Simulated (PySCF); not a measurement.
**Bonding in `[SiH3]C/C=C/[Si@H]1OCCS1`**

C5H12OSSi2.
Numbering: `[SiH3:1][CH2:2]/[CH:3]=[CH:4]/[Si@H:5]1[O:6][CH2:7][CH2:8][S:9]1` (hydrogens: H10, H11, H12 on Si1; H13, H14 on C2; H15 on C3; H16 on C4; H17 on Si5; H18, H19 on C7; H20, H21 on C8)

Structure used (GFN2-xTB), in Å, numbered top down from 1:
```
atom  x, y, z in Å
Si1    4.0885    0.3138    0.4335
C2     2.8248   -1.0527   -0.0183
C3     1.5637   -0.4513   -0.5069
C4     0.4106   -0.4449    0.1538
Si5   -1.1200    0.4039   -0.4790
O6    -2.3759   -0.6061   -0.7448
C7    -3.5383   -0.4479    0.0164
C8    -3.6859    0.9906    0.4883
S9    -2.0644    1.5758    1.0693
H10    3.5132    1.1811    1.4583
H11    5.3018   -0.3384    0.9305
H12    4.4034    1.0822   -0.7720
H13    2.6330   -1.6797    0.8527
H14    3.2614   -1.6828   -0.7948
H15    1.6258    0.0401   -1.4692
H16    0.3739   -0.9383    1.1190
H17   -0.9538    1.2161   -1.6790
H18   -4.3920   -0.7341   -0.6063
H19   -3.4874   -1.1210    0.8802
H20   -3.9972    1.6375   -0.3318
H21   -4.3942    1.0729    1.3092
```

Bond orders from the PBE0/pcSseg-1 density (PySCF). Isolated species at its GFN2-xTB geometry (one conformer only).

Problem. Where do the orders between heavy atoms depart from those drawn in the SMILES?

Solution. The largest departure is 0.145, at C3–C4 (drawn double, 1.855).

Problem. Set the Mayer orders of the bonds beside their lengths.

Solution. 
```
   bond  drawn as  length (Å)  Mayer order
 Si1–C2    single       1.915        0.884
  C2–C3    single       1.480        1.053
  C3–C4    double       1.329        1.855
 C4–Si5    single       1.861        0.916
 Si5–O6    single       1.633        0.993
  O6–C7    single       1.398        0.900
  C7–C8    single       1.521        1.016
  C8–S9    single       1.819        0.988
 S9–Si5    single       2.159        0.903
Si1–H10    single       1.461        0.948
Si1–H11    single       1.464        0.940
Si1–H12    single       1.464        0.945
 C2–H13    single       1.090        0.949
 C2–H14    single       1.091        0.931
 C3–H15    single       1.082        0.955
 C4–H16    single       1.085        0.936
Si5–H17    single       1.459        0.900
 C7–H18    single       1.095        0.942
 C7–H19    single       1.096        0.948
 C8–H20    single       1.090        0.929
 C8–H21    single       1.087        0.940
```

By pair of heavy elements: C–Si: lowest Si1–C2 (0.884, 1.915 Å), highest C4–Si5 (0.916, 1.861 Å). C–C: lowest C7–C8 (1.016, 1.521 Å), highest C3–C4 (1.855, 1.329 Å).

Problem. Sum the orders of all bonds at each heavy atom with more than one neighbour and set the sums beside the valence in the SMILES.

Solution. Si1 3.717 (drawn 4), C2 3.817 (drawn 4), C3 3.863 (drawn 4), C4 3.707 (drawn 4), Si5 3.712 (drawn 4), O6 1.893 (drawn 2), C7 3.806 (drawn 4), C8 3.873 (drawn 4), S9 1.891 (drawn 2). Orders between atoms that aren't bonded are not in these sums.

The Mayer order sums products of elements of PS (density times overlap matrix) between the two atoms' basis functions, so it depends on the basis set.
